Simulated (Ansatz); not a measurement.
`[Cl][GeH2]` radical. Charge 0, multiplicity 2.

Z-matrix (Å, degrees):
```
Ge
Cl 1 2.156
H 1 1.546 2 106.8
H 1 1.546 2 106.8 3 -120.4
```

Problem. List the harmonic frequencies (cm⁻¹, unscaled) at PBE0-D4/def2-TZVP in Ansatz. (Estimate.)

Solution. Computed: 423, 589, 661, 828, 2069, 2119.

Problem. Is this a minimum?

Solution. Yes, all 6 modes are real.

Problem. Give the ideal-gas thermochemistry at 298.15 K and 1 bar (rigid rotor, harmonic oscillator; point group Cs, symmetry number 1).

Solution. Zero-point energy 40.0 kJ/mol; H(298) − E = 51.6 kJ/mol; entropy 275.3 J/(mol·K), of which translation 167.5, rotation 94.1, vibration 7.9, electronic 5.8; G(298) − E = -30.4 kJ/mol.

Problem. Rotational constants (cm⁻¹)?

Solution. 3.857, 0.1473, 0.1444.
